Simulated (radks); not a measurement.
Spin polarisation of the 4f12 shell in Er. Start: [Xe] 4f(up 6, down 6) 6s2; electrons of 4f are moved from spin down to spin up, other shells keep equal spins. Calculated with a radial shooting solver on a logarithmic mesh with Libxc functionals: non-relativistic Kohn-Sham, TPSS, spin-polarised, spherical densities, point nucleus; meta-GGA in the generalised Kohn-Sham scheme.

| moment (Bohr magnetons) | E - E(0) (eV) | e(4f up) (eV) | e(4f down) (eV) | 6s down minus up (eV) | 5p down minus up (eV) | 5s down minus up (eV) |
|---|---|---|---|---|---|---|
| 0 | 0.000 | -7.256 | -7.256 | 0.000 | 0.000 | 0.000 |
| 0.5 | -0.052 | -7.461 | -7.044 | 0.009 | 0.132 | 0.174 |
| 1 | -0.209 | -7.660 | -6.826 | 0.019 | 0.264 | 0.347 |
| 1.5 | -0.469 | -7.853 | -6.602 | 0.028 | 0.397 | 0.521 |
| 2 | -0.834 | -8.039 | -6.371 | 0.038 | 0.529 | 0.696 |

At moment 2 the spin-polarisation energy is -0.834 eV and the 4f exchange splitting 1.668 eV, that is 0.834 eV per Bohr magneton; E = -I m^2/4 would give I = 0.834 eV.
